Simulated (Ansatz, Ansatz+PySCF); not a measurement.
```xyz
2

C     0.0000    0.0000    0.0000
Si    0.6241    0.8321    1.8016
```

Basis set: STO-3G (spherical functions). Frozen core: 6 orbitals. Correlation on ROHF uses semicanonical orbitals with singles. Charge 0, multiplicity 3.

Computed with Ansatz (development build ahead of 0.2.0); the reference of a correlated method needn't be the lowest determinant of its kind.

The atomization energy at this shape (free ground-state atoms in the same class of orbitals less the molecule, no zero-point energy) of triplet SiC:

| method | atomization energy |
| --- | --- |
| full CI (lowest root of this spin) | 335.8 kJ/mol |
| UHF-CCSD(T) | 326.4 kJ/mol |
| UHF-CCSD | 318.9 kJ/mol |
| ROHF-CCSD(T) | 295.2 kJ/mol |

(1) What does ROHF-CCSD give?

Answers

(1) 285.3 kJ/mol. Caution for UHF-CCSD(T), UHF-CCSD: a plain start can end on a higher determinant; the program doubts this total; the unrestricted determinant is a mixture of spin states. Caution for UHF-CCSD(T), UHF-CCSD, ROHF-CCSD(T), ROHF-CCSD: large amplitudes, a single reference is doubtful; the reference determinant was not shown to be the lowest. Caution for ROHF-CCSD(T), ROHF-CCSD: an unrestricted determinant lies well below. Caution for ROHF-CCSD(T): another reference gives a lower total.

This basis has no polarisation functions and is too small for such energies, which can lie far from measured ones in either direction.
